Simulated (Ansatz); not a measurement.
Geometry optimisation, RKS PBE/def2-SVP (Ansatz).

Input file:

```yaml
crystal:
  periodic: [false, false, false]
  atoms:
    - { symbol: B, position_ang: [-0.63, -0.8633, -0.1776] }
    - { symbol: F, position_ang: [-0.8551, 0.1884, 1.1122] }
    - { symbol: F, position_ang: [-1.6929, -0.7727, -0.9337] }
    - { symbol: F, position_ang: [-0.2237, -1.9876, 0.3394] }
    - { symbol: H, position_ang: [1.1558, 0.7239, -0.045] }
    - { symbol: O, position_ang: [0.6986, -0.0422, -0.9526] }
    - { symbol: H, position_ang: [0.0949, 0.8889, 1.324] }
    - { symbol: F, position_ang: [1.1379, 1.3598, 0.9748] }
    - { symbol: H, position_ang: [0.3146, 0.5048, -1.6415] }
basis:
  gaussian: { orbitals: def2-SVP }
hamiltonian:
  xc: pbe
relax:
  f_tol: 0.15
  max_steps: 25
  restrain:
    - { distance: [0, 5], at: 1.5, k: 30.0 }
    - { distance: [4, 7], at: 0.88, k: 30.0 }
    - { distance: [6, 1], at: 0.88, k: 30.0 }
    - { distance: [0, 1], at: 2.71, k: 30.0 }
    - { distance: [4, 5], at: 2.27, k: 30.0 }
    - { distance: [6, 7], at: 2.18, k: 30.0 }
```

Run as:

```bash
$ ansatz run input.yaml --threads 2 --pin off --max-ram 3072MiB --backend cpu --events-out ev --progress --plain --runs-dir out
```

Task: Where does it end, and by what steps?

Result: It converged. The restraints hold the end off the free minimum. After 6 steps the energy has risen by 0.082 eV (the restraints' own energy left out); H5 moved furthest, 0.73 Å. Parted: B1–F2. Joined: F2–H7, H5–F8.

| step | energy less start (eV) | largest force component (eV/Å) | accepted |
| --- | --- | --- | --- |
| 0 | 0.0000 | 2.812 | yes |
| 1 | 0.0701 | 2.620 | yes |
| 2 | 0.4850 | 6.517 | yes |
| 3 | 0.2400 | 1.726 | yes |
| 4 | 0.2813 | 2.036 | yes |
| 5 | 0.1055 | 1.721 | yes |
| 6 | 0.0822 | 1.384 | yes |

```xyz
9
Properties=species:S:1:pos:R:3
B -0.542 -1.113 -0.621
F -1.122 0.543 1.437
F -1.788 -1.089 -1.081
F -0.146 -2.055 0.217
H 1.751 0.973 0.300
O 0.439 -0.197 -1.120
H -0.303 0.938 1.570
F 1.699 1.555 1.009
H 0.011 0.445 -1.713
```

Run time: 13 s on 2 threads of Arm Neoverse V1, with other jobs on the host, peak memory 0.12 GiB.
